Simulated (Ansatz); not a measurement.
`[F][GeH2][GaH2]` + silanol → `[SiH3][O][GaH2]` + `[F][GeH3]` at 500 K and 1 bar (cleavage of the Ga–Ge bond).

Calculated with Ansatz (gas phase, PBE0-D4/def2-TZVP geometries, no zero-point term in ΔE). CBS: MP2 limit from def2 TZ/QZ plus the TZ coupled-cluster correction, frozen cores. For Ga, Ge outer-core shells are correlated without core-valence functions, which leaves a few kJ/mol of doubt a bond. Scalar relativity is left out up to krypton.

```csv
species,CCSD(T)/CBS energy (Eh),H − E (kJ/mol),S (J/(mol·K))
`[F][GeH2][GaH2]`,-4102.26260,120.9,390.2
`O[SiH3]`,-366.69042,127.5,292.9
`[SiH3][O][GaH2]`,-2291.24790,151.4,384.6
`[F][GeH3]`,-2177.72589,90.4,283.2
```

H − E and S are ideal-gas, rigid-rotor, harmonic terms from PBE0-D4/def2-TZVP. 1 Eh = 2625.50 kJ/mol, R = 8.31446 J/(mol·K).

Task: By hand: ΔE, ΔH, ΔS and ΔG.

Result: ΔE = (-2291.24790) + (-2177.72589) − (-4102.26260) − (-366.69042) = -0.02077 Eh = -54.5 kJ/mol. Δ(H − E) = 151.4 + 90.4 − 120.9 − 127.5 = -6.6, so ΔH = -61.1 kJ/mol. ΔS = 384.6 + 283.2 − 390.2 − 292.9 = -15.3 J/(mol·K). ΔG = -61.1 − 500 × (-15.3)/1000 = -53.5 kJ/mol.

Task: By hand: the equilibrium constant, and the temperature at which ΔG would vanish if ΔH and ΔS stayed fixed.

Result: log₁₀ K = −ΔG/(RT ln 10) = 5.6. ΔG = 0 at ΔH/ΔS = 3993 K, far beyond where these terms or the molecules hold.

ΔH outweighs TΔS. A doubt of 5 kJ/mol in ΔE shifts log₁₀ K by 0.5 here. These are equilibria of isolated gas molecules and say nothing of rates. Largest T1 diagnostic: 0.014 (customary marks: 0.02 for closed shells, 0.045 for open ones).
